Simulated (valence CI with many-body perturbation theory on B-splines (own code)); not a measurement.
E1 line list for Zr I

Computed by relativistic CI+MBPT: four valence electrons over a frozen Dirac-Fock core [Kr], a basis of 7 s, 7 p, 8 d, 6 f, 4 g, 1 h functions for each j, with the one-electron correlation potential Σ1 (screened to all orders), the two-electron term Σ2, the three-electron term Σ3, Breit, model QED; selected single and double excitations, second order for the rest, scaled by the run's own slope (own B-spline code, finite nucleus).

Against 57 measured levels this calculation errs by 267 cm⁻¹ on average and by 575 at most. These come from a selection out of the NIST Handbook of Basic Atomic Spectroscopic Data. Levels without a partner in it may be off by more, other configurations by 1,000 to 4,000 cm⁻¹. Among the levels kept, up to 710 cm⁻¹ of a level comes from second order outside the variational space, and about a tenth of that is noise between levels of different J, which matters for small intervals. 5 measured levels below the end of the list, from 13142 cm⁻¹ on, found no clear computed partner, and computed levels of the same name lie up to 8006 cm⁻¹ from them.

Lines 151 to 200 of 579 in falling wavelength, among levels below 4.497 eV, chosen from the strongest by gf and those to the six lowest levels. Wavelengths and rates use the calculated energies, so an error of 300 cm⁻¹ moves a line at 621.9 nm by 1.9 % and its rate by three times that or more. Electric multipoles are in the length gauge, E1 and E2 with the static RPA response of the core. Weak lines are less certain than strong ones. Lines between different terms over intervals too small for the method are left out, as are lines whose strength nearly cancels. Where a level lies close to another of its J and parity, the split of strength between their lines is uncertain. The highest levels of a list are the least certain.

Names give the largest LS component (configuration and term), which can be under half, so a name can repeat, a term be missing and a line seem to break the LS rules; names also repeat where a configuration has a term twice. Letters in brackets count levels of one name in rising energy.

| λ vac (nm) | λ from measured levels | Upper | Lower | A (s⁻¹) | S (a.u.) with core polarisation | S without |
| --- | --- | --- | --- | --- | --- | --- |
| 625.3 |  | 4d2 5s 5p 3P°_1 [a] | 4d2 5s2 3P_0 | 1.69e+06 | 6.11e-01 | 6.76e-01 |
| 623.8 |  | 4d2 5s 5p 3F°_4 [d] | 4d3 5s 3G_5 | 7.99e+06 | 8.61e+00 | 9.44e+00 |
| 623.4 |  | 4d2 5s 6s 5F_1 | 4d2 5s 5p 5D°_1 [a] | 7.22e+06 | 2.59e+00 | 2.52e+00 |
| 621.9 | 614.5 | 4d2 5s 5p 3F°_3 [a] | 4d2 5s2 3F_3 | 1.90e+06 | 1.58e+00 | 1.67e+00 |
| 620.9 | 612.9 | 4d2 5s 5p 3F°_4 [a] | 4d2 5s2 3F_4 | 1.75e+06 | 1.86e+00 | 1.98e+00 |
| 620.6 | 613.6 | 4d2 5s 5p 3F°_2 [a] | 4d2 5s2 3F_2 | 1.86e+06 | 1.10e+00 | 1.16e+00 |
| 620.1 |  | 4d2 5s 6s 5F_4 | 4d2 5s 5p 5D°_4 [a] | 3.14e+06 | 3.32e+00 | 3.23e+00 |
| 620.0 |  | 4d3 5p 3G°_3 | 4d3 5s 3H_4 | 7.42e+06 | 6.11e+00 | 6.73e+00 |
| 618.4 |  | 4d2 5s 6s 5F_1 | 4d2 5s 5p 5D°_0 [a] | 7.44e+06 | 2.61e+00 | 2.53e+00 |
| 618.2 |  | 4d2 5s 5p 3P°_0 [a] | 4d2 5s2 3P_1 | 3.70e+06 | 4.31e-01 | 4.76e-01 |
| 616.8 |  | 4d2 5s 6s 5F_2 | 4d2 5s 5p 5D°_1 [a] | 8.27e+06 | 4.79e+00 | 4.65e+00 |
| 616.4 | 602.7 | 4d2 5s 5p 5F°_4 | 4d2 5s2 3F_4 | 3.54e+05 | 3.69e-01 | 3.94e-01 |
| 615.5 |  | 4d2 5s 6s 5F_3 | 4d2 5s 5p 5D°_2 [a] | 9.13e+06 | 7.36e+00 | 7.15e+00 |
| 613.6 |  | 4d2 5s 5p 3D°_2 [f] | 4d3 5s 3P_1 [b] | 2.44e+06 | 1.39e+00 | 1.44e+00 |
| 613.3 |  | 4d3 5p 3G°_4 | 4d3 5s 3H_5 | 7.48e+06 | 7.66e+00 | 8.42e+00 |
| 612.4 |  | 4d2 5s 6s 5F_4 | 4d2 5s 5p 5D°_3 [a] | 1.07e+07 | 1.09e+01 | 1.06e+01 |
| 608.1 | 595.7 | 4d2 5s 5p 5F°_1 | 4d2 5s2 3F_2 | 4.64e+05 | 1.54e-01 | 1.60e-01 |
| 601.6 |  | 4d2 5s 6s 5F_5 | 4d2 5s 5p 5D°_4 [a] | 1.62e+07 | 1.91e+01 | 1.85e+01 |
| 601.6 | 600.3 | 4d2 5s 5p 3G°_5 [c] | 4d3 5s 3F_4 [a] | 1.49e+06 | 1.76e+00 | 1.82e+00 |
| 601.0 |  | 4d3 5p 3G°_5 | 4d3 5s 3H_6 | 7.71e+06 | 9.08e+00 | 9.97e+00 |
| 600.7 | 593.7 | 4d2 5s 5p 3F°_3 [a] | 4d2 5s2 3F_2 | 2.39e+05 | 1.79e-01 | 1.91e-01 |
| 600.3 |  | 4d2 5s 5p 3D°_3 [d] | 4d3 5s 3P_2 [b] | 4.63e+06 | 3.46e+00 | 3.55e+00 |
| 598.5 | 595.5 | 4d2 5s 5p 3G°_4 [c] | 4d3 5s 3F_3 [a] | 1.32e+06 | 1.26e+00 | 1.30e+00 |
| 596.8 |  | 4d2 5s 5p 3D°_3 [a] | 4d2 5s2 3F_4 | 1.21e+06 | 8.87e-01 | 9.14e-01 |
| 596.7 |  | 4d 5s2 5p 1D°_2 | 4d2 5s2 3F_3 | 4.15e+05 | 2.18e-01 | 2.23e-01 |
| 596.2 | 588.7 | 4d2 5s 5p 3F°_4 [a] | 4d2 5s2 3F_3 | 2.16e+05 | 2.03e-01 | 2.18e-01 |
| 587.1 |  | 4d3 5p 1G°_4 [b] | 4d3 5s 1H_5 | 2.28e+06 | 2.05e+00 | 2.21e+00 |
| 586.8 |  | 4d2 5s 5p 3D°_2 [a] | 4d2 5s2 3F_3 | 9.29e+05 | 4.63e-01 | 4.78e-01 |
| 582.8 |  | 4d2 5s 5p 3D°_1 [a] | 4d2 5s2 3F_2 | 1.41e+06 | 4.14e-01 | 4.26e-01 |
| 582.2 |  | 4d2 5s 5p 1D°_2 [a] | 4d2 5s2 1D_2 [b] | 5.23e+06 | 2.55e+00 | 2.82e+00 |
| 580.2 |  | 4d2 5s 6s 5F_3 | 4d2 5s 5p 3D°_3 [a] | 2.44e+06 | 1.65e+00 | 1.60e+00 |
| 579.2 |  | 4d2 5s 5p 3S°_1 [a] | 4d2 5s2 3P_1 | 3.61e+06 | 1.04e+00 | 1.17e+00 |
| 574.5 |  | 4d2 5s 5p 3S°_1 [a] | 4d2 5s2 1D_2 [a] | 3.82e+06 | 1.07e+00 | 1.20e+00 |
| 573.3 |  | 4d2 5s 5p 3S°_1 [a] | 4d2 5s2 3P_0 | 1.32e+06 | 3.67e-01 | 4.12e-01 |
| 567.1 |  | 4d2 5s 6s 5F_1 | 4d2 5s 5p 3D°_1 [a] | 7.04e+06 | 1.90e+00 | 1.85e+00 |
| 567.0 |  | 4d2 5s 6s 5F_2 | 4d 5s2 5p 1D°_2 | 2.67e+06 | 1.20e+00 | 1.17e+00 |
| 564.4 |  | 4d2 5s 6s 5F_4 | 4d2 5s 5p 5F°_5 | 5.18e+06 | 4.14e+00 | 4.03e+00 |
| 562.8 |  | 4d2 5s 6s 5F_3 | 4d2 5s 5p 5F°_4 | 5.67e+06 | 3.49e+00 | 3.40e+00 |
| 561.4 |  | 4d3 5p 1G°_4 [b] | 4d3 5s 1G_4 | 1.49e+07 | 1.17e+01 | 1.24e+01 |
| 559.3 | 543.9 | 4d2 5s 5p 3F°_3 [c] | 4d2 5s2 1G_4 | 1.87e+06 | 1.13e+00 | 1.24e+00 |
| 559.1 |  | 4d2 5s 6s 5F_3 | 4d2 5s 5p 3F°_4 [a] | 3.79e+06 | 2.29e+00 | 2.23e+00 |
| 558.0 |  | 4d2 5s 6s 5F_2 | 4d2 5s 5p 5F°_3 | 1.06e+07 | 4.54e+00 | 4.42e+00 |
| 557.7 |  | 4d3 5p 5P°_2 | 4d3 5s 3P_2 [a] | 3.24e+06 | 1.39e+00 | 1.49e+00 |
| 556.6 |  | 4d2 5s 5p 3F°_3 [d] | 4d2 5s2 1G_4 | 2.62e+06 | 1.56e+00 | 1.71e+00 |
| 553.6 |  | 4d4 3F_4 [b] | 4d2 5s 5p 3D°_3 [a] | 1.99e+06 | 1.50e+00 | 1.45e+00 |
| 553.0 |  | 4d2 5s 5p 1D°_2 [a] | 4d2 5s2 1D_2 [a] | 7.50e+06 | 3.13e+00 | 3.46e+00 |
| 552.8 |  | 4d2 5s 6s 5F_1 | 4d2 5s 5p 5F°_2 | 1.13e+07 | 2.82e+00 | 2.74e+00 |
| 551.1 |  | 4d2 5s 6s 5F_4 | 4d2 5s 5p 5F°_4 | 1.54e+07 | 1.14e+01 | 1.11e+01 |
| 550.3 |  | 4d2 5s 5p 3D°_1 [b] | 4d2 5s2 3P_1 | 3.79e+06 | 9.34e-01 | 1.03e+00 |
| 549.9 |  | 4d2 5s 6s 5F_3 | 4d2 5s 5p 5F°_3 | 1.40e+07 | 8.06e+00 | 7.85e+00 |
